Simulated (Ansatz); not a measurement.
One change: `C#[C][Ga]([F])[Cl]` becomes `C#[C][In]([F])[Cl]`.

Ansatz, PBE0-D4/def2-TZVP geometries, multiplicity 1. 

Elements past krypton have def2 core potentials. Scalar relativity is left out up to krypton.

```tsv
property	`C#[C][Ga]([F])[Cl]`
HOMO–LUMO gap (B3LYP/def2-TZVPP) / eV	6.62
HOMO energy (PBE/def2-TZVPP) / eV	-7.72
HOMO–LUMO gap (PBE/def2-TZVPP) / eV	5.06
LUMO energy (ωB97M-V/def2-TZVPP) / eV	0.01
LUMO energy (B3LYP/def2-TZVPP) / eV	-2.10
LUMO energy (PBE0/def2-TZVPP) / eV	-1.84
```

Question: Give the same properties after the change, and the shifts. (Estimate.)

Answer: Ansatz gave: 
```
                             property  `C#[C][In]([F])[Cl]`  shift
HOMO–LUMO gap (B3LYP/def2-TZVPP) / eV                  6.41  -0.21
    HOMO energy (PBE/def2-TZVPP) / eV                 -7.71   0.01
  HOMO–LUMO gap (PBE/def2-TZVPP) / eV                  4.83  -0.23
LUMO energy (ωB97M-V/def2-TZVPP) / eV                 -0.30  -0.31
  LUMO energy (B3LYP/def2-TZVPP) / eV                 -2.29  -0.19
   LUMO energy (PBE0/def2-TZVPP) / eV                 -1.98  -0.14
```

B3LYP here is the variant with VWN-RPA as its local correlation; programs differ in this.
